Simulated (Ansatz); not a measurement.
fac-TiF3(H2O)3 (TiO3F3H6), relaxed as a doublet with UKS PBE-D4/def2-SVP in Ansatz, starting from the GFN2-xTB geometry. Force threshold 0.02 eV/Å.

Another isomer (doublet) lies 0.06 eV lower at PBE0-D4/def2-TZVP; other spin states weren't run for this one.

Start:

Cartesian coordinates in Å:
```
F -1.029 0.772 1.593
F 1.712 0.979 0.551
F -0.571 1.571 -1.187
O 1.107 -0.330 -1.580
O -1.818 -0.553 -0.467
O 0.640 -1.174 1.451
Ti 0.019 0.470 0.141
H 1.990 -0.018 -1.322
H 0.781 0.311 -2.234
H -2.090 0.087 -1.146
H -2.340 -0.337 0.323
H 0.076 -0.950 2.209
H 1.522 -0.829 1.667
```

```
step  energy (eV)  largest force component (eV/Å)  SCF passes
   1  -37477.6531                           0.885          27
   2  -37477.7994                           0.281          26
   3  -37477.8299                           0.111          32
   4  -37477.8335                           0.104          26
   5  -37477.8367                           0.157          33
   6  -37477.8453                           0.346          36
   7  -37477.8573                           0.362          30
   8  -37477.8611                           0.571          29
   9  -37477.8701                           0.185          25
  10  -37477.8711                           0.091          24
  11  -37477.8722                           0.035          24
  12  -37477.8723                           0.012          25
```

Force components are those of the run's own axes.

End:

Cartesian coordinates in Å:
```
F -1.122 0.657 1.597
F 1.798 0.879 0.490
F -0.547 1.624 -1.118
O 0.940 -0.362 -1.736
O -1.791 -0.571 -0.698
O 0.747 -1.190 1.740
Ti 0.057 0.392 0.223
H 1.869 -0.096 -1.574
H 0.539 0.453 -2.134
H -1.865 0.267 -1.221
H -2.403 -0.420 0.051
H 0.164 -0.869 2.461
H 1.613 -0.764 1.919
```

By distances, no bond broke or formed. The bond that changes most is O6–Ti7, from 2.19 to 2.30 Å (atoms count from 1).

No frequencies were taken in this run, so the end may be a saddle point.

It took 33 s on 4 threads of Arm Neoverse V2 on a shared host.
